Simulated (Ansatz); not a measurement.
## InCl (SMILES [Cl][In]): name the method

InCl: 2 atoms, total charge 0, spin state singlet. SMILES: `[Cl][In]`. Geometry: relaxed at PBE0-D4/def2-TZVP.

```xyz
2

Cl    0.0000    0.0000   -0.0139
In    0.0000    0.0000    2.3996
```

Orbital energies are those of the mean-field step.

A calculation with Ansatz 0.2.0 gave:

- total energy: -6339.8497 Eh
- dipole moment: 3.69 D
- HOMO energy: -9.20 eV
- LUMO energy: 0.60 eV
- HOMO–LUMO gap: 9.80 eV
- largest force: 0.125 eV/Å

Q: Which of these levels gave the numbers?
A. MP2/x2c-TZVPall (sfX2C)
B. MP2/x2c-QZVPall (sfX2C)
C. PBE0/def2-TZVP (core potential)
D. MP2/x2c-TZVPPall (sfX2C)

A: A. The others give -6339.8530 Eh (MP2/x2c-TZVPPall (sfX2C)), -650.3085 Eh (PBE0/def2-TZVP (core potential)), -6340.1565 Eh (MP2/x2c-QZVPall (sfX2C)).
